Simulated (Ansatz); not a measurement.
The cluster MnI₂. Total charge 0; doublet. Geometry r2SCAN-D4/def2-TZVP.

```tsv
atom	x (Å)	y (Å)	z (Å)
Mn1	0.003	-0.001	0.003
I2	1.745	0.518	-1.694
I3	-1.748	-0.517	1.691
```

In the def2 sets I takes a core potential; there is no spin–orbit coupling. At revPBE-D4/def2-TZVP, r2SCAN-D4/def2-TZVP, B97M-V/def2-TZVP, PBE0-D4/def2-TZVP and others the charge 0 doublet is spin-contaminated (final ⟨S²⟩ up to 2.74, 0.75 for a pure state). The structure comes from a short search, and lower isomers may exist.

Task: Estimate the α-spin orbital energies around the gap (eV) in Ansatz with revPBE-D4/def2-TZVP, r2SCAN-D4/def2-TZVP, B97M-V/def2-TZVP, PBE0-D4/def2-TZVP, r2SCAN0-D4/def2-TZVP.

Result: 
```json
{"orbital": "HOMO−13", "revPBE-D4/def2-TZVP": "-49.20", "r2SCAN-D4/def2-TZVP": "-50.25", "B97M-V/def2-TZVP": "-50.64", "PBE0-D4/def2-TZVP": "-52.54", "r2SCAN0-D4/def2-TZVP": "-53.27"}
{"orbital": "HOMO−12", "revPBE-D4/def2-TZVP": "-49.20", "r2SCAN-D4/def2-TZVP": "-50.25", "B97M-V/def2-TZVP": "-50.64", "PBE0-D4/def2-TZVP": "-52.54", "r2SCAN0-D4/def2-TZVP": "-53.27"}
{"orbital": "HOMO−11", "revPBE-D4/def2-TZVP": "-49.20", "r2SCAN-D4/def2-TZVP": "-50.25", "B97M-V/def2-TZVP": "-50.64", "PBE0-D4/def2-TZVP": "-52.54", "r2SCAN0-D4/def2-TZVP": "-53.27"}
{"orbital": "HOMO−10", "revPBE-D4/def2-TZVP": "-17.26", "r2SCAN-D4/def2-TZVP": "-17.95", "B97M-V/def2-TZVP": "-17.71", "PBE0-D4/def2-TZVP": "-19.28", "r2SCAN0-D4/def2-TZVP": "-19.71"}
{"orbital": "HOMO−9", "revPBE-D4/def2-TZVP": "-17.09", "r2SCAN-D4/def2-TZVP": "-17.76", "B97M-V/def2-TZVP": "-17.52", "PBE0-D4/def2-TZVP": "-19.05", "r2SCAN0-D4/def2-TZVP": "-19.47"}
{"orbital": "HOMO−8", "revPBE-D4/def2-TZVP": "-8.93", "r2SCAN-D4/def2-TZVP": "-9.61", "B97M-V/def2-TZVP": "-9.51", "PBE0-D4/def2-TZVP": "-11.09", "r2SCAN0-D4/def2-TZVP": "-11.70"}
{"orbital": "HOMO−7", "revPBE-D4/def2-TZVP": "-7.44", "r2SCAN-D4/def2-TZVP": "-8.41", "B97M-V/def2-TZVP": "-8.19", "PBE0-D4/def2-TZVP": "-10.35", "r2SCAN0-D4/def2-TZVP": "-11.20"}
{"orbital": "HOMO−6", "revPBE-D4/def2-TZVP": "-7.44", "r2SCAN-D4/def2-TZVP": "-8.41", "B97M-V/def2-TZVP": "-8.19", "PBE0-D4/def2-TZVP": "-10.35", "r2SCAN0-D4/def2-TZVP": "-11.20"}
{"orbital": "HOMO−5", "revPBE-D4/def2-TZVP": "-7.40", "r2SCAN-D4/def2-TZVP": "-7.80", "B97M-V/def2-TZVP": "-7.73", "PBE0-D4/def2-TZVP": "-8.67", "r2SCAN0-D4/def2-TZVP": "-9.05"}
{"orbital": "HOMO−4", "revPBE-D4/def2-TZVP": "-6.83", "r2SCAN-D4/def2-TZVP": "-7.32", "B97M-V/def2-TZVP": "-7.19", "PBE0-D4/def2-TZVP": "-8.59", "r2SCAN0-D4/def2-TZVP": "-8.81"}
{"orbital": "HOMO−3", "revPBE-D4/def2-TZVP": "-6.83", "r2SCAN-D4/def2-TZVP": "-7.18", "B97M-V/def2-TZVP": "-7.07", "PBE0-D4/def2-TZVP": "-7.98", "r2SCAN0-D4/def2-TZVP": "-8.15"}
{"orbital": "HOMO−2", "revPBE-D4/def2-TZVP": "-6.55", "r2SCAN-D4/def2-TZVP": "-7.18", "B97M-V/def2-TZVP": "-7.07", "PBE0-D4/def2-TZVP": "-7.98", "r2SCAN0-D4/def2-TZVP": "-8.15"}
{"orbital": "HOMO−1", "revPBE-D4/def2-TZVP": "-6.55", "r2SCAN-D4/def2-TZVP": "-7.01", "B97M-V/def2-TZVP": "-6.95", "PBE0-D4/def2-TZVP": "-7.93", "r2SCAN0-D4/def2-TZVP": "-8.11"}
{"orbital": "HOMO", "revPBE-D4/def2-TZVP": "-6.51", "r2SCAN-D4/def2-TZVP": "-7.01", "B97M-V/def2-TZVP": "-6.95", "PBE0-D4/def2-TZVP": "-7.93", "r2SCAN0-D4/def2-TZVP": "-8.11"}
{"orbital": "LUMO", "revPBE-D4/def2-TZVP": "-4.88", "r2SCAN-D4/def2-TZVP": "-4.61", "B97M-V/def2-TZVP": "-4.67", "PBE0-D4/def2-TZVP": "-3.65", "r2SCAN0-D4/def2-TZVP": "-3.17"}
{"orbital": "LUMO+1", "revPBE-D4/def2-TZVP": "-4.88", "r2SCAN-D4/def2-TZVP": "-4.61", "B97M-V/def2-TZVP": "-4.67", "PBE0-D4/def2-TZVP": "-3.65", "r2SCAN0-D4/def2-TZVP": "-3.17"}
{"orbital": "LUMO+2", "revPBE-D4/def2-TZVP": "-1.52", "r2SCAN-D4/def2-TZVP": "-1.41", "B97M-V/def2-TZVP": "-1.52", "PBE0-D4/def2-TZVP": "-1.06", "r2SCAN0-D4/def2-TZVP": "-0.95"}
{"orbital": "LUMO+3", "revPBE-D4/def2-TZVP": "-0.26", "r2SCAN-D4/def2-TZVP": "-0.22", "B97M-V/def2-TZVP": "-0.23", "PBE0-D4/def2-TZVP": "0.26", "r2SCAN0-D4/def2-TZVP": "0.34"}
{"orbital": "LUMO+4", "revPBE-D4/def2-TZVP": "-0.26", "r2SCAN-D4/def2-TZVP": "-0.22", "B97M-V/def2-TZVP": "-0.23", "PBE0-D4/def2-TZVP": "0.26", "r2SCAN0-D4/def2-TZVP": "0.34"}
{"orbital": "LUMO+5", "revPBE-D4/def2-TZVP": "1.07", "r2SCAN-D4/def2-TZVP": "1.56", "B97M-V/def2-TZVP": "1.21", "PBE0-D4/def2-TZVP": "1.63", "r2SCAN0-D4/def2-TZVP": "1.94"}
{"orbital": "β HOMO", "revPBE-D4/def2-TZVP": "-5.72", "r2SCAN-D4/def2-TZVP": "-6.54", "B97M-V/def2-TZVP": "-6.45", "PBE0-D4/def2-TZVP": "-7.61", "r2SCAN0-D4/def2-TZVP": "-7.88"}
{"orbital": "β LUMO", "revPBE-D4/def2-TZVP": "-4.47", "r2SCAN-D4/def2-TZVP": "-4.58", "B97M-V/def2-TZVP": "-4.32", "PBE0-D4/def2-TZVP": "-3.50", "r2SCAN0-D4/def2-TZVP": "-3.37"}
```
